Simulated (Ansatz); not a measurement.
A nudged elastic band was laid between two geometries of CH5Ga + H2 (9 atoms, charge 0, multiplicity 1).

These are results of Ansatz, RKS B3LYP/def2-mTZVP, not measurements.

```json
{
  "movable images": "7",
  "climbing image": "yes",
  "spring": "5.0 eV/Å²",
  "optimiser": "quadratic models (default)",
  "start path": "through a guess of the saddle point",
  "force threshold": "0.03 eV/Å",
  "iteration limit": "60",
  "end points": "relaxed"
}
```

Initial state:

```xyz
9
Properties=species:S:1:pos:R:3
Ga 0.011 0.139 0.353
C 0.047 0.425 2.318
H -0.886 0.122 2.795
H 0.876 -0.100 2.794
H 0.182 1.492 2.520
H 1.350 -0.100 -0.450
H -1.349 0.218 -0.447
H -0.359 -2.697 0.201
H -0.303 -2.657 0.941
```

Final state:

```xyz
9
Properties=species:S:1:pos:R:3
Ga -0.105 -0.633 -0.663
C -0.002 -0.123 2.741
H -0.942 0.115 3.236
H 0.795 -0.197 3.479
H 0.242 0.671 2.034
H 1.316 0.019 -0.832
H -1.397 0.262 -0.747
H -0.237 -2.188 -0.457
H -0.100 -1.085 2.235
```

Which bonds break or form, and what moves?

Bonds broken: Ga1–C2, H8–H9. Bonds formed: Ga1–H8, C2–H9. CH5Ga + H2 becomes CH4 + GaH3.

What energy profile does the band end with?

The forces met the threshold. The highest image is number 4 of 0 to 8, 142.8 kJ/mol above the first end and 190.5 kJ/mol above the last; the last end lies 47.6 kJ/mol below the first. Neighbouring images differ by up to 1.2 eV, so the band resolves the path poorly. A vibrational analysis at the climbing image gives one clearly imaginary mode, 1525i cm⁻¹: a first-order saddle point. The orbitals stay closed-shell, which can raise the energy where a bond breaks towards radicals; this wasn't checked here.

```
image  path coordinate (Å)  energy (kJ/mol)  Ga1–C2 (Å)  H8–H9 (Å)  Ga1–H8 (Å)
    0                 0.00              0.0        1.99       0.74        2.86
    1                 0.54              1.1        1.99       0.74        2.64
    2                 1.08              9.7        1.99       0.75        2.36
    3                 1.61             54.1        2.05       0.78        2.04
    4                 2.15            142.8        2.23       1.07        1.77
    5                 2.70             23.9        2.50       1.59        1.62
    6                 3.24            -35.2        2.84       2.06        1.58
    7                 3.78            -46.4        3.14       2.53        1.57
    8                 4.32            -47.6        3.44       2.91        1.57
```

What is the geometry of the highest image?


```xyz
9
Properties=species:S:1:pos:R:3
Ga -0.056 -0.268 0.024
C -0.024 -0.049 2.247
H -1.004 -0.117 2.717
H 0.718 -0.545 2.876
H 0.262 1.004 2.210
H 1.386 -0.052 -0.509
H -1.479 0.123 -0.459
H -0.146 -1.963 0.543
H -0.088 -1.291 1.375
```

The run took 2.9 min on 1 thread of Arm Neoverse V1, with other jobs on the host, peak memory 0.16 GiB.
